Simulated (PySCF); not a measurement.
Circular dichroism: `O[C@H]1CC=C1[C@H](F)Cl`, C5H6ClFO

Cartesian coordinates in Å; atom numbers follow the order of the lines, from 1:
```xyz
14

O    -0.823    1.234    1.553
C    -0.564    0.000    0.965
C    -1.588   -0.554   -0.077
C    -0.438   -0.558   -1.045
C     0.441   -0.056   -0.175
C     1.872    0.309   -0.208
F     2.304    0.553   -1.475
Cl    2.854   -1.050    0.459
H    -1.037    1.875    0.865
H    -0.349   -0.686    1.786
H    -2.393    0.140   -0.317
H    -2.011   -1.529    0.155
H    -0.370   -0.869   -2.071
H     2.101    1.191    0.401
```

Computed with TDDFT B3LYP/def2-SVPD circular dichroism and optical rotation, one conformer, gas phase (PySCF 2.14.0). Geometry: GFN2-xTB.

The molecule is flexible and this is one conformer; a measurement averages over conformers. States above about 7.6 eV lie in this functional's continuum (it starts at minus the energy of the highest occupied orbital, well below the true ionisation energy for most functionals) and depend on the basis.

(1) Assign R or S to each stereocentre.

(2) Which excitations and rotatory strengths does the calculation give?

Answers

(1) C2 S, C6 R.

(2) Rotatory strengths R in 10⁻⁴⁰ esu² cm², velocity form and length form (origin at the centre of mass); f in length form.
```tsv
state	E (eV)	λ (nm)	f	R (velocity)	R (length)	main
1	5.52	225	0.025	-6.9	-7.0	HOMO→LUMO 0.59, HOMO−1→LUMO 0.39
2	6.13	202	0.149	+13.9	+12.9	HOMO−1→LUMO 0.53, HOMO→LUMO 0.28
3	6.32	196	0.024	+20.3	+20.7	HOMO−2→LUMO 0.86
4	6.59	188	0.003	-18.1	-18.0	HOMO−3→LUMO 0.61, HOMO−4→LUMO 0.37
5	6.70	185	0.008	+8.8	+8.7	HOMO−4→LUMO 0.57, HOMO−3→LUMO 0.35
6	6.83	182	0.077	-44.2	-43.2	HOMO→LUMO+1 0.86
7	7.25	171	0.006	+2.2	+0.8	HOMO−1→LUMO+1 0.69, HOMO→LUMO+3 0.21
8	7.30	170	0.039	+30.9	+31.1	HOMO→LUMO+2 0.86
9	7.45	166	0.003	+1.9	+3.1	HOMO→LUMO+3 0.71, HOMO−1→LUMO+1 0.19
10	7.65	162	0.024	-14.8	-14.6	HOMO→LUMO+4 0.63, HOMO→LUMO+5 0.26
11	7.69	161	0.016	-6.3	-7.3	HOMO→LUMO+5 0.58, HOMO−1→LUMO+2 0.21
12	7.80	159	0.014	+7.7	+7.7	HOMO−1→LUMO+2 0.62, HOMO→LUMO+4 0.18
```

Among the states computed, the strongest CD band (largest |R|) is state 6. The largest dissymmetry factor in size, g = 4R/(D+G), with D and G the electric and magnetic dipole strengths, is -0.07 for state 4 (velocity form, f = 0.003), among bands with |R| over 0.5. The mirror image has the same energies and oscillator strengths and all R with the opposite sign.
